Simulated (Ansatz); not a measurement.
The same substitution along the group O, S, Se.

Program: Ansatz. Geometries: PBE0-D4/def2-TZVP. ΔE: electronic, gas phase. CBS: MP2 limit from def2 TZ/QZ plus the TZ coupled-cluster correction, frozen cores. This one scheme is used for every species. For Se outer-core shells are correlated without core-valence functions, which leaves a few kJ/mol of doubt a bond. Scalar relativity is left out up to krypton. One conformer a species, not always the lowest.

```tsv
reaction	HF/CBS(def2) (kJ/mol)
dimethyl ether + `NCF` → `CNCF` + CH₃OH	-3
`CSC` + `NCF` → `CNCF` + CH₃SH	21
dimethyl selenide + `NCF` → `CNCF` + `C[SeH]`	24
```

Give the CCSD(T)/CBS values in the same order. (Best estimate.)

Ansatz gave: -10, 27, 32 kJ/mol.

Largest T1 diagnostic: 0.011, for `NCF`.
